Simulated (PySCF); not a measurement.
# How the method changes the shape and vibrations of ClGeH3NSi cation

All numbers below are calculated, not measured. They come from PySCF 2.14.0, an open-source quantum chemistry program, on an isolated molecule that a program drew, which may never have been made. The molecule is ClGeH3NSi cation (charge +1, singlet), drawn as the SMILES string `[SiH2]=[N][GeH+][Cl]`.

The geometry was optimised and harmonic frequencies were computed with HF and MP2, all in the cc-pV(D+d)Z basis, for the commonest isotopes, with a restricted reference for singlets and an unrestricted one otherwise, and a frozen core in MP2. Germanium has the cc-pVDZ-PP basis, with a core potential (ECP10MDF) in place of its 10 inner electrons, and its 3s, 3p and 3d shells are frozen in MP2. Each result is a local minimum of its method.

Geometry at the HF minimum:
```xyz
7
ClGeH3NSi cation, angstrom
Si    0.8965    2.0162   -0.4996
N     0.3659    1.4324    0.8775
Ge   -0.1970    0.8974    2.3697
Cl   -0.5531    2.2666    3.8927
H    -0.0259    2.4230   -1.5565
H     2.3264    2.1493   -0.7663
H    -0.4765   -0.5375    2.7139
```

Lengths of the bonds as drawn, in Å (atoms numbered as above):
| bond | HF | MP2 |
|---|---|---|
| Si1-N2 | 1.587 | 1.615 |
| N2-Ge3 | 1.682 | 1.714 |
| Ge3-Cl4 | 2.079 | 2.085 |
| Si1-H5 | 1.461 | 1.467 |
| Si1-H6 | 1.461 | 1.467 |
| Ge3-H7 | 1.502 | 1.513 |

Rotational constants, in GHz:
```
constant     HF    MP2
       A  7.927  7.812
       B  1.289  1.255
       C  1.124  1.096
```

Harmonic frequencies in cm^-1, each column in rising order, so a row needn't be the same motion in every method:
```
rank    HF   MP2
   1    83    65
   2   108    71
   3   179   213
   4   271   241
   5   484   464
   6   539   480
   7   568   534
   8   743   693
   9   785   706
  10   790   734
  11  1059   993
  12  1444     ?
  13  2380  2298
  14  2422  2358
  15  2452  2400
```

**Estimate the missing MP2 frequency from the HF column.**

A single factor s that minimises the squared misfit of MP2 against s times HF over the other rows is sum(HF x MP2) / sum(HF^2) = 0.9646, with an rms misfit of 29 cm^-1. For rank 12 it gives 0.9646 x 1444 = 1393 cm^-1. The calculation gives 1359 cm^-1, 34 cm^-1 below the estimate. The drawn bonds are on average 0.9 % longer in MP2 than in HF.
